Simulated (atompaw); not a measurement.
# Reading a pseudo-wave (Sn (Z = 50))

Columns: radius, all-electron u(r) and pseudo u(r) of the 4d shell (level -29.61 eV) of tin in the configuration [Kr] 4d10 5s2 5p1.5; PBE, scalar-relativistic, PAW (atompaw) scheme, atompaw 4.2.0.5.

```
r (bohr)  all-electron  pseudo
   0.102       -0.3067  0.0031
   0.204       -0.5430  0.0238
   0.306       -0.3267  0.0755
   0.408        0.0825  0.1638
   0.510        0.4740  0.2853
   0.612        0.7641  0.4282
   0.713        0.9395  0.5733
   0.815        1.0212  0.7044
   0.917        1.0333  0.8031
   1.019        0.9999  0.8587
   1.121        0.9395  0.8687
   1.223        0.8653  0.8386
   1.325        0.7858  0.7798
   1.427        0.7063  0.7063
   1.529        0.6302  0.6304
   1.631        0.5591  0.5591
   1.733        0.4940  0.4940
   1.835        0.4350  0.4350
   1.937        0.3822  0.3822
   2.038        0.3355  0.3355
   2.140        0.2936  0.2936
   2.242        0.2566  0.2566
   2.344        0.2241  0.2241
   2.446        0.1954  0.1954
   2.548        0.1703  0.1703
   2.650        0.1483  0.1483
```

(1) How many radial nodes do the two functions have?

(2) At about which radius was the pseudo-wave matched?

(3) Where does each function peak?

(4) Is the pseudo-wave norm-conserving?

## Answers

(1) The all-electron 4d function has n − l − 1 = 1; the pseudo-wave has 0, since the states of the same l below it are removed with the core.

(2) 1.60 bohr. The columns agree to 0.0005 from 1.43 bohr on; several derivatives are matched, so the curves merge somewhat inside the radius.

(3) Outermost all-electron maximum near 0.92 bohr, pseudo maximum near 1.12 bohr (to the table’s step).

(4) No, it belongs to a PAW set: the norm inside the radius is not constrained, and the difference is carried by the augmentation charge.
